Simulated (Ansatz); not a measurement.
Z-matrix (Å, degrees):
```
Sn
C 1 2.120
H 1 1.715 2 109.3
H 1 1.706 2 109.9 3 -119.9
H 1 1.708 2 111.6 3 119.1
C 2 1.358 1 126.4 3 -22.4
H 2 1.083 1 117.3 3 157.0
N 6 1.378 2 124.3 1 -5.1
B 6 1.544 2 116.9 1 172.9
H 8 1.005 6 116.5 2 160.2
H 8 1.008 6 118.7 2 17.3
H 9 1.193 6 119.5 2 11.6
H 9 1.200 6 120.6 2 -166.8
```

The species carries charge 0 and has multiplicity 1. Sn: def2 effective core potential.

List the B3LYP/def2-TZVPP orbital energies in eV (Ansatz). (Estimate.)

Computed: Occupied: -389.86, -277.65, -276.87, -183.65, -138.57, -93.43, -93.41, -93.39, -27.71, -27.70, -27.69, -27.57, -27.57, -25.05, -20.16, -16.21, -14.82, -14.04, -13.22, -11.72, -10.45, -10.06, -9.36, -8.89, -8.85, -7.93, -6.25. Lowest empty: -2.23, 0.21, 0.27, 0.52, 0.75, 1.23, 1.56, 1.79.

B3LYP here is the variant with VWN-RPA as its local correlation; programs differ in this.
